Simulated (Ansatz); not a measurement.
Total energies of `O[Si](O)(O)[O][Ti]([F])([F])[O][Si](O)(O)O`.

Z-matrix (Å, degrees):
```
Ti
O 1 1.779
Si 1 3.283 2 15.3
Si 1 3.317 2 93.8 3 1.5
F 1 1.756 2 110.4 3 -119.3
O 1 1.775 2 106.5 3 0.2
F 1 1.757 2 109.4 3 119.6
O 3 1.622 1 113.3 2 -64.4
O 3 1.628 1 116.3 2 71.4
O 3 1.631 1 94.7 2 -177.1
O 4 1.621 1 125.7 2 172.3
O 4 1.645 1 95.7 2 55.0
O 4 1.623 1 105.4 2 -60.4
H 8 0.958 3 117.7 1 -164.9
H 9 0.958 3 118.0 1 -61.8
H 10 0.969 3 116.8 1 -69.1
H 11 0.958 4 117.7 1 96.9
H 12 0.959 4 116.4 1 159.3
H 13 0.965 4 114.5 1 52.9
```

Total charge 0; spin multiplicity 1. Correlated methods include outer-core shells of Ti, which these sets cover unevenly. Scalar relativity is left out up to krypton. The geometry is a stationary point of PBE0-D4/def2-TZVP. It is one conformer, not always the lowest. Basis def2-TZVPP, the Gaussian-basis code of Ansatz.

RPA on PBE orbitals: Hartree–Fock energy of these orbitals -2228.45835 Eh, correlation -4.61110 Eh (frozen core).

```csv
functional,energy without D4 (Eh),D4 term (kJ/mol)
LDA (SPW92),-2224.83642,–
PBE,-2233.34930,-65.6
revPBE,-2234.16154,-175.4
BLYP,-2234.61107,-138.1
r2SCAN,-2234.25699,-18.0
B97M-V,-2234.07300,–
PBE0,-2233.39794,-57.1
B3LYP,-2234.72925,-104.7
r2SCANh,-2234.18533,-19.3
r2SCAN0,-2234.08316,-21.3
HSE06 (plane-wave form),-2233.34327,-53.8
BHLYP,-2234.27844,-84.1
CAM-B3LYP,-2234.51066,-59.0
LC-ωPBE,-2233.84805,–
ωB97X-V,-2234.18633,–
ωB97M-V,-2234.38488,–
B2PLYP,-2233.81421,–
PBE-QIDH,-2233.03124,–
```

B3LYP takes the VWN-RPA correlation (the form of Gaussian; ORCA's B3LYP/G). HSE06 is the plane-wave form, built on full-range PBE exchange. The double hybrids freeze the cores in their second-order part.

LC-ωPBE has ω = 0.4 bohr⁻¹.
